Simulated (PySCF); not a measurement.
silole (C4H6Si), SMILES [SiH2]1C=CC=C1.

The structure is a stationary point at PBE-D3(BJ)/def2-SVP.

These are PBE0/def2-TZVP (PySCF) values and carry that method's errors.

Gas-phase values at a fixed geometry.

| Quantity | Value |
|---|---|
| total energy | -445.23200 hartree |
| point group | C2v |
| highest occupied level | -6.77 eV |
| lowest empty level | -1.65 eV |
| orbital gap | 5.12 eV |
| dipole moment | 0.142 e·Å |
| quadrupole, principal values (traceless, Buckingham form, about the centre of nuclear charge) | -5.94, 2.46, 3.48 D·Å |
| mean static polarisability | 69.7 bohr³ (10.33 Å³) |
| polarisability, principal values | 48.9, 73.4, 86.7 bohr³ |
